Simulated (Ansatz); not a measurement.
`N=C([SiH3])CN`. Charge 0, multiplicity 1.

```xyz
13

N     1.677   -0.465    0.092
C     0.434   -0.284    0.269
Si   -0.429   -1.344    1.579
C    -0.385    0.725   -0.517
N     0.373    1.308   -1.602
H     2.000    0.179   -0.643
H    -1.372   -2.283    0.910
H    -1.239   -0.470    2.474
H     0.575   -2.096    2.364
H    -1.323    0.241   -0.831
H    -0.683    1.516    0.179
H     0.329    0.740   -2.437
H     0.043    2.233   -1.837
```

(1) What are the harmonic wavenumbers in cm⁻¹ at PBE0-D4/def2-TZVP (Ansatz, finite differences of forces, unscaled)? (An estimate is asked.)

(2) Is this a minimum?

(3) Give the ideal-gas thermochemistry at 298.15 K and 1 bar (rigid rotor, harmonic oscillator; point group C1, symmetry number 1).

(4) Rotational constants (cm⁻¹)?

Results:

(1) Computed: 60, 109, 187, 202, 330, 349, 424, 622, 634, 736, 817, 890, 911, 937, 944, 971, 1037, 1123, 1180, 1317, 1348, 1396, 1467, 1656, 1704, 2209, 2212, 2268, 2984, 3065, 3345, 3556, 3644.

(2) Yes, all 33 modes are real.

(3) Zero-point energy 267.0 kJ/mol; H(298) − E = 288.7 kJ/mol; entropy 349.9 J/(mol·K), of which translation 164.7, rotation 111.6, vibration 73.6; G(298) − E = 184.4 kJ/mol. Modes under 100 cm⁻¹ are hindered rotations or soft bends, so the harmonic entropy is rough.

(4) 0.2802, 0.07316, 0.06048.
